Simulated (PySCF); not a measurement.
Correlation energy of S²⁺ (sulfur, charge +2)

[Ne] 3s2 3p2, high-spin 3P determinant. Computed with PySCF 2.14 in cc-pV(T+d)Z (5s4p3d1f, 39 functions), with the non-relativistic Hamiltonian (point nucleus). Frozen: [Ne]; 4 electrons correlated.

MP2 pair energies summed by pair of shells (mhartree):

```csv
pair,energy,share (%)
3s-3p,-42.42,62.8
3s-3s,-17.99,26.6
3p-3p,-7.10,10.5
```

Total MP2 correlation energy: -67.52 mhartree.

Same-spin part -11.19 and opposite-spin part -56.33 mhartree; SCS-MP2 scales them by 1/3 and 6/5 to -71.32 mhartree.

```tsv
level	correlation energy (mhartree)
CCSD	-89.70
(T)	-2.18
CCSD(T)	-91.88
```

Diagnostics: T1 = 0.0086, D1 = 0.0221, largest double amplitude 0.105.

Cost of the coupled-cluster step: 0.37 s of wall time on 1 thread of Neoverse-V2 (shared host), for 4 correlated electrons.
